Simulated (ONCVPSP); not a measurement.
## Hardness and transferability of assorted potentials

Generated with ld1.x 7.5 (TM, RRKJ, ultrasoft, PAW), atompaw 4.2 or ONCVPSP 4.0.1. The cutoff is in Ry: for ld1.x and atompaw files where the sum of valence levels is converged to 10 mRy in a Bessel basis, for ONCV files where the hardest occupied wave has 1 mHa per electron of residual kinetic energy. The error is the largest all-electron minus pseudo excitation energy over each file’s own four to seven test configurations (ionisations up to +4, promotions, holes and added fractions of an electron), all of which were solved. The labels leave out finer settings (local radius, basis sizes, second energies), which also bear on the numbers. Spin-polarised tests are not counted. The rows are a selection from randomly drawn settings: files with unsolved tests, undetermined cutoffs or missed reference levels are left out.

A true bound ghost makes a file unfit for plane-wave use even where its test errors are small: the radial tests pick states by their node count and pass the ghost by.

| element | potential | cutoff (Ry) | largest error (meV) | bound ghosts |
| --- | --- | --- | --- | --- |
| Al | ONCV, LDA (Perdew-Zunger), scalar-relativistic, rc 1.45/2.45/2.40 (spd), local s, core correction yes, reference 3s2 3p1, qcut 4.5/3.1/4.9, projectors 0/2/1 | 16 | +18 | none |
| Ar | ONCV, PW91, scalar-relativistic, rc 1.15/1.30/1.25 (spd), local smoothed, core correction yes, reference 3s2 3p6, qcut 7/6.4/9.1, projectors 1/3/2 | 40 | +89 | none |
| K | ONCV, PBE, scalar-relativistic, rc 2.15/1.25/1.95 (spd), local smoothed, core correction no, reference 3s2 3p6 4s1, qcut 5.5/7.8/5.1, projectors 2/2/2 | 42 | -136 | none |
| Ge | ONCV, PBE, scalar-relativistic, rc 1.05/1.25/0.70/1.30 (spdf), local smoothed, core correction yes, reference 3s2 3p6 3d10 4s2 4p1, qcut 13/9.7/25.6/8.4, projectors 3/2/3/2 | 444 | -164 | none |
| Br | ONCV, PBE, scalar-relativistic, rc 1.05/1.25/1.05 (spd), local smoothed, core correction yes, reference 3d10 4s2 4p5, qcut 5.5/7/14.2, projectors 2/2/2 | 192 | -10 | s, p |
| Nb | ONCV, PBEsol, scalar-relativistic, rc 1.75/1.60/1.60 (spd), local d, core correction yes, reference 4s2 4p6 4d3, qcut 7.9/6.7/8.7, projectors 2/2/0 | 40 | -87 | none |
| Gd | ONCV, LDA (Perdew-Zunger), fully relativistic, rc 2.30/1.85/2.50/0.90 (spdf), local smoothed, core correction yes, reference 4f7 5s2 5p6 5d2 6s1, qcut 6.4/6.7/4.3/18.9, projectors 2/1/2/2 | 300 | -3.3 | s, p3/2, p1/2, d3/2 |
| Au | ONCV, PBE, scalar-relativistic, rc 1.40/1.40/2.20 (spd), local smoothed, core correction yes, reference 5s2 5p6 5d10 6s1, qcut 8.8/11.4/6.8, projectors 2/2/1 | 81 | -13 | none |
| Bi | ONCV, PBE, scalar-relativistic, rc 2.00/2.50/1.20 (spd), local smoothed, core correction yes, reference 5d10 6s2 6p3, qcut 2.7/3.7/7.8, projectors 3/3/2 | 52 | -22 | s, p |

**Question.** Fill in the row for Br: ONCV, BLYP, fully relativistic, rc 0.95/1.10/0.65 (spd), local smoothed, core correction yes, reference 3s2 3p6 3d10 4s2 4p5, qcut 14.3/12.5/27.1, projectors 2/2/2.

**Answer.** cutoff 527 Ry, largest error +8.0 meV, bound ghosts: none.
